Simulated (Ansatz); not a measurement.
Geometry optimisation, DFT PBEsol, scalar-relativistic, plane waves, PAW in Ansatz 0.2.0.

Input file:

```yaml
crystal:
  lattice:
    - [12.15, 0.0, 0.0]
    - [0.0, 5.727565, 0.0]
    - [0.0, 0.0, 15.863782]
  atoms:
    - { symbol: Al, position: [0.0, 0.0, 0.06303667] }
    - { symbol: Al, position: [0.33333333, 0.0, 0.06303667] }
    - { symbol: Al, position: [0.66666667, 0.0, 0.06303667] }
    - { symbol: Al, position: [0.0, 0.49999999, 0.06303667] }
    - { symbol: Al, position: [0.33333333, 0.49999999, 0.06303667] }
    - { symbol: Al, position: [0.66666667, 0.49999999, 0.06303667] }
    - { symbol: Al, position: [0.16666667, 0.25, 0.15329833] }
    - { symbol: Al, position: [0.5, 0.25, 0.15329833] }
    - { symbol: Al, position: [0.83333333, 0.25, 0.15329833] }
    - { symbol: Al, position: [0.16666667, 0.74999999, 0.15329833] }
    - { symbol: Al, position: [0.5, 0.74999999, 0.15329833] }
    - { symbol: Al, position: [0.83333333, 0.74999999, 0.15329833] }
    - { symbol: Al, position: [0.0, 0.0, 0.24355998] }
    - { symbol: Al, position: [0.33333333, 0.0, 0.24355998] }
    - { symbol: Al, position: [0.66666667, 0.0, 0.24355998] }
    - { symbol: Al, position: [0.0, 0.49999999, 0.24355998] }
    - { symbol: Al, position: [0.33333333, 0.49999999, 0.24355998] }
    - { symbol: Al, position: [0.66666667, 0.49999999, 0.24355998] }
    - { symbol: Cl, position: [0.44444444, 0.83333332, 0.34315792] }
basis:
  ecutwfc: 420.0
kpoints:
  mp_grid: { grid: [2, 4, 1] }
hamiltonian:
  xc: pbesol
scf:
  occupations: { method: gaussian, width: 0.05 }
  lower_state_search: "off"
relax:
  f_tol: 0.03
  max_steps: 60
  adjacent_minimum: "off"
  constraints: [{ sites: [0, 1, 2, 3, 4, 5] }]
```

Command:

```bash
$ ansatz run input.yaml --threads 2 --pin off --max-ram 5120MiB --backend cpu --events-out ev --progress --plain --runs-dir out
```

Where does it end, and by what steps?

The forces met the threshold. The force dipped under the threshold on the way, but the program's further checks kept it going. Limits of this set-up: coarse k mesh, thin slab, slab without dipole correction, odd electron count without spin, a typed lattice constant that wasn't relaxed here. After 10 steps the energy has fallen by 0.489 eV; Cl19 moved furthest, 1.46 Å.

```
step  energy less start (eV)  largest force component (eV/Å)  accepted
   0                  0.0000                           0.531       yes
   1                 -0.1787                           0.451       yes
   2                 -0.2603                           0.449       yes
   3                 -0.3220                           0.358       yes
   4                 -0.3791                           0.257       yes
   5                 -0.4223                           0.172       yes
   6                 -0.4546                           0.119       yes
   7                 -0.4758                           0.095       yes
   8                 -0.4859                           0.176       yes
   9                 -0.4886                           0.025       yes
  10                 -0.4886                           0.026       yes
```

```xyz
19
Lattice="12.1500 0.0000 0.0000 0.0000 5.7276 0.0000 0.0000 0.0000 15.8638" Properties=species:S:1:pos:R:3
Al 0.000 0.000 1.000
Al 4.050 0.000 1.000
Al 8.100 0.000 1.000
Al 0.000 2.864 1.000
Al 4.050 2.864 1.000
Al 8.100 2.864 1.000
Al 2.025 1.432 2.418
Al 6.072 1.432 2.428
Al 10.125 1.433 2.439
Al 2.058 4.296 2.412
Al 6.041 4.296 2.418
Al 10.125 4.296 2.459
Al 0.032 -0.014 3.849
Al 4.045 0.104 3.866
Al 8.071 -0.014 3.850
Al 0.032 2.880 3.849
Al 4.044 2.771 3.864
Al 8.071 2.879 3.851
Cl 4.044 4.306 5.704
```

Whether the end is a true minimum wasn't checked by a vibrational analysis.

Time of the run: 64 s on 2 threads of Intel(R) Xeon(R) Platinum 8488C (Sapphire Rapids) (shared host), peak memory 1.2 GiB.
